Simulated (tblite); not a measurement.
C9H13F.
Numbering: `[CH2:1]=[C:2]([CH3:3])[C:4](=[CH2:5])[C:6](=[CH2:7])[CH2:8][CH2:9][F:10]` (hydrogens: H11, H12 on C1; H13, H14, H15 on C3; H16, H17 on C5; H18, H19 on C7; H20, H21 on C8; H22, H23 on C9)

Computed with GFN2-xTB (tblite), gas phase: L-BFGS steps from a force-field or distance-geometry start until the largest atomic force falls under 0.01 eV/Å.

Geometry at step 45:
```
atom  x, y, z in Å
C1      0.3618    1.4874   -2.2386
C2     -0.3251    1.4651   -1.0954
C3     -0.9677    2.7752   -0.6698
C4     -0.4770    0.3194   -0.1620
C5     -1.0803    0.5640    1.0133
C6      0.0039   -1.0567   -0.4336
C7      0.4068   -1.5616   -1.5969
C8      0.0507   -2.0174    0.7383
C9      1.2510   -1.7700    1.6460
F10     2.3595   -2.3894    1.1137
H11     0.9425    0.6735   -2.6285
H12     0.3896    2.3883   -2.8352
H13    -0.8635    3.5042   -1.4750
H14    -2.0330    2.6871   -0.4350
H15    -0.4451    3.1627    0.2116
H16    -1.4397    1.5303    1.3122
H17    -1.2215   -0.1944    1.7583
H18     0.4149   -1.0542   -2.5401
H19     0.7889   -2.5685   -1.6225
H20    -0.8609   -1.9910    1.3296
H21     0.1425   -3.0237    0.3336
H22     1.5013   -0.7055    1.7351
H23     1.0957   -2.1979    2.6427
```

Question: Give the atomic forces at this geometry.

Answer: 
```csv
atom,Fx (eV/Å),Fy (eV/Å),Fz (eV/Å)
C1,0.030,-0.004,0.112
C2,-0.088,0.094,-0.040
C3,0.054,-0.063,-0.060
C4,-0.037,0.175,-0.030
C5,0.080,-0.019,0.110
C6,-0.059,0.148,-0.017
C7,0.056,0.014,-0.058
C8,0.020,0.039,-0.061
C9,0.071,0.050,0.004
F10,0.007,0.067,0.094
H11,-0.001,0.091,0.079
H12,0.026,-0.072,0.066
H13,-0.011,-0.065,0.137
H14,0.233,-0.117,-0.072
H15,-0.133,-0.015,-0.168
H16,0.014,-0.005,-0.081
H17,-0.064,0.007,0.053
H18,-0.131,0.000,0.023
H19,-0.066,-0.065,-0.104
H20,-0.042,-0.011,-0.025
H21,0.033,-0.130,0.095
H22,-0.061,-0.068,-0.029
H23,0.069,-0.051,-0.028
```

The largest, 0.27 eV/Å, acts on H14; the rms over all components is 0.078 eV/Å. The forces sum to zero within rounding, as they must for an isolated molecule in no field.

Question: Give the force on H14 in Eh/bohr and in nN.

Answer: 0.270 eV/Å ÷ 51.422 = 0.00526 Eh/bohr, and 0.270 eV/Å × 1.602 = 0.43 nN.

Question: How far is this geometry from the end of the optimisation?

Answer: 0.444 eV above it, and 0.895 Å rms away after alignment. The bonds farthest from their final lengths, with half the difference of the two atoms' forces along the bond (positive lengthens):

```tsv
bond	now (Å)	final (Å)	force along bond (eV/Å)
C2–C3	1.520	1.501	-0.10
C6–C8	1.516	1.504	+0.02
C2–C4	1.486	1.475	-0.03
C4=C5	1.344	1.334	+0.02
C3–H15	1.096	1.089	-0.08
C3–H14	1.094	1.088	-0.09
```

The angle farthest from its final value is C2–C4–C6, 124.6° against 117.4°.

Of the 4 listed bonds off by 0.010 Å or more, this force points towards the final length in 2.

The cost below is that of the whole relaxation. On an Intel Xeon at 2.50 GHz with one thread, no GPU, on a shared host, this took 5.6 s.
